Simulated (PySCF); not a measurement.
# YF₂⁺, singlet: molecular constants

Method: PBE0/[Y def2-TZVP with ECP28, F def2-TZVP], scalar-relativistic core potentials, density fitting, no spin–orbit coupling, PySCF.

The structure is a minimum.

| Property | Result |
| --- | --- |
| Point group | C2v |
| Bond lengths | Y–F 1.907 Å (×2) |
| Bond angles | F–Y–F 111.5° |
| Dipole moment about the centre of mass | 6.72 D |
| Rotational constants | 0.5499, 0.1786, 0.1348 cm⁻¹ |
| Heat capacity Cp at 298.15 K | 48.4 J/(mol K) |
| Principal quadrupole moments (Buckingham, traceless) about the centre of mass | -11.16, 4.45, 6.71 D Å |
| Lowest empty level | -8.10 eV |
| Highest occupied level | -16.37 eV |
| Rotational symmetry number | 2 |
| Enthalpy at 298.15 K above 0 K | 12.21 kJ/mol |
| Zero-point energy | 9.1 kJ/mol |
| Entropy at 298.15 K and 1 bar | 278.9 J/(mol K) |
| Principal polarisabilities | 12.9, 18.6, 28.1 bohr³ |

Harmonic modes (masses in u: Y 88.906, F 18.998):
```tsv
symmetry	ω (cm⁻¹)	IR (km/mol)	type
a1	154	23.7	bend
b2	679	229	stretch
a1	689	73.1	stretch
```

In C2v the vibrations span 2a1 + b2. Here b1 is antisymmetric to the molecular plane and b2 lies in it.

Charges (e):
```
atom  Mulliken  Löwdin  polar tensor  Mayer order to Y1
  Y1      1.77    1.30          2.48                  –
F2,3     -0.38   -0.15         -0.74               1.06
```

Mulliken populations on Y1 (electrons outside its core potential): s 2.07, p 6.08, d 0.96, f 0.13.

Outer orbital energies (eV). occupied: -17.43, -17.28, -17.02, -16.77, -16.72, -16.37; empty: -8.10, -7.29, -7.14, -6.31.

Formally Y is in oxidation state +3, d0. A d0 centre has no lone pair, yet it is C2v rather than linear: covalent bonding through the d orbitals favours lower symmetry. The polar-tensor charge on Y, 2.48, is below the formal one.

This need not be the most stable arrangement of these atoms.

The final relaxation and frequency run took roughly 50 core-seconds on a shared host.
